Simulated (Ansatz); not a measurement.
`[NH2][Sn][OH]` at its PBE0-D4/def2-TZVP geometry, where that method's forces vanish. Charge 0, multiplicity 1. Sn takes the def2 core potential.

```xyz
6

N    -1.0113    0.1799    0.2658
Sn    0.1299   -1.4534   -0.0771
O     1.8090   -0.4768   -0.4794
H    -1.9875    0.1270    0.5137
H    -0.7070    1.1412    0.2187
H     1.7669    0.4820   -0.4417
```

**Question.** What forces (eV/Å) does ωB97M-V/def2-TZVPP give on these atoms in Ansatz? (Best estimate.)

**Answer.** The calculation gave: 
```
N1   0.039 -0.027 -0.011
Sn2 -0.016  0.040  0.005
O3  -0.057  0.056  0.016
H4   0.036  0.018 -0.008
H5  -0.022 -0.041  0.004
H6   0.019 -0.046 -0.006
```
